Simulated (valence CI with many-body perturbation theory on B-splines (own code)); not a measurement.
**F⁴⁺: calculation against measured levels**

Method: relativistic CI+MBPT: three valence electrons over a frozen Dirac-Fock core [He], a basis of 11 s, 11 p, 9 d, 7 f, 5 g, 2 h, 1 i functions for each j, with the one-electron correlation potential Σ1 (screened to all orders), the two-electron term Σ2, the three-electron term Σ3, Breit, model QED; selected single and double excitations, second order for the rest, scaled by the run's own slope (own B-spline code, finite nucleus).

Against 24 measured levels this calculation errs by 90 cm⁻¹ on average and by 220 at most. These come from a selection out of Moore, Atomic Energy Levels, vol. I, NSRDS-NBS 35 (1971 reprint of NBS Circular 467, 1949), an old analysis. Levels without a partner in it may be off by more.

Measured levels: Moore, Atomic Energy Levels, vol. I, NSRDS-NBS 35 (1971 reprint of NBS Circular 467, 1949). Pairs share parity and J, and are chosen by configuration, term and nearness in energy; levels without a clear partner are left out. The analysis is old, and some levels have since been revised. Energies in cm⁻¹ above the measured ground level. The last column is blank where CI alone has no clear partner.

Letters in brackets count levels of one name in rising energy.

| Computed label | Label in the source | Measured | Computed | Difference | CI alone, difference |
| --- | --- | --- | --- | --- | --- |
| 2s2 2p 2P°_1/2 | 2s2 2p 2P° | 0 | 0.0 | 0 | 0 |
| 2s2 2p 2P°_3/2 | 2s2 2p 2P° | 746 | 744.5 | -2 | +77 |
| 2s 2p2 2D_5/2 | 2s 2p2 2D | 152876 | 152944.6 | +69 | +1279 |
| 2s 2p2 2D_3/2 | 2s 2p2 2D | 152898 | 152965.4 | +67 | +1254 |
| 2s 2p2 2S_1/2 | 2s 2p2 2S | 197565 | 197731.6 | +167 | +1169 |
| 2s 2p2 2P_1/2 | 2s 2p2 2P | 214881 | 215051.6 | +171 | +2578 |
| 2s 2p2 2P_3/2 | 2s 2p2 2P | 215348 | 215517.1 | +169 | +2656 |
| 2p3 2P°_1/2 | 2p3 2P° | 347418 | 347579.7 | +162 | +2812 |
| 2p3 2P°_3/2 | 2p3 2P° | 347438 | 347600.9 | +163 | +2833 |
| 2s2 3s 2S_1/2 | 2s2 3s 2S | 524751 | 524695.6 | -55 | -931 |
| 2s2 3d 2D_3/2 | 2s2 3d 2D | 602476 | 602426.9 | -49 | -966 |
| 2s2 3d 2D_5/2 | 2s2 3d 2D | 602516 | 602464.3 | -52 | -965 |
| 2s 2p 3p 2D_3/2 [a] | 2s 2p(3P°) 3p 2D | 675932 | 675871.0 | -61 | +91 |
| 2s 2p 3p 2D_5/2 [a] | 2s 2p(3P°) 3p 2D | 676422 | 676358.9 | -63 | +150 |
| 2s 2p 3p 2S_1/2 [a] | 2s 2p(3P°) 3p 2S | 687806 | 687779.4 | -27 | +94 |
| 2s 2p 3d 2D°_3/2 | 2s 2p(3P°) 3d 2D° | 699293 | 699221.6 | -71 | -130 |
| 2s 2p 3d 2D°_5/2 | 2s 2p(3P°) 3d 2D° | 699389 | 699318.9 | -70 | -106 |
| 2s2 4s 2S_1/2 | 2s2 4s 2S | 712936 | 712795.7 | -140 | -960 |
| 2s 2p 3d 2P°_3/2 | 2s 2p(3P°) 3d 2P° | 718472 | 718460.6 | -11 | +134 |
| 2s 2p 3d 2P°_1/2 | 2s 2p(3P°) 3d 2P° | 718691 | 718681.3 | -10 | +133 |
| 2s2 4d 2D_3/2 | 2s2 4d 2D | 744010 | 743937.9 | -72 | -1007 |
| 2s2 4d 2D_5/2 | 2s2 4d 2D | 744036 | 743952.5 | -83 | -1017 |
| 2s 2p 3p 2D_3/2 [b] | 2s 2p(1P°) 3p 2D | 751406 | 751506.8 | +101 | +1150 |
| 2s 2p 3p 2D_5/2 [b] | 2s 2p(1P°) 3p 2D | 751452 | 751556.9 | +105 | +1166 |
| 2s 2p 3p 2S_1/2 [b] | 2s 2p(1P°) 3p 2S | 760342 | 760562.3 | +220 | +1072 |

Over 24 excited levels the mean absolute difference is 90 cm⁻¹, the median 71 and the largest 220. For the 24 levels that pair on every rung the mean is CI alone 1030, + Σ1 893, + Σ2 293, + Σ3 176, + Breit 115, + QED 90. The comparison draws on a selection of the measured levels: 25 of the 69 computed ones have a partner in it, and others may be off by more.
